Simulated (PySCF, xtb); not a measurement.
C4H9FSi, SMILES C/C=C(\F)[SiH2]C.

GFN2-xTB (xtb) at its own geometry gives an orbital gap of 4.48 eV and a dipole moment of 1.72 D.

Coordinates come from a ωB97X-D3(BJ)/def2-SVP optimisation. The structure was generated by enumeration; whether it is a known compound was not checked. Other conformers were not sampled.

What does PySCF with CAM-B3LYP/def2-TZVP give? (An estimate is asked for; the answer gives what the named calculation found.)

gap 9.59 eV (levels -8.52 and 1.07 eV), dipole 1.25 D.
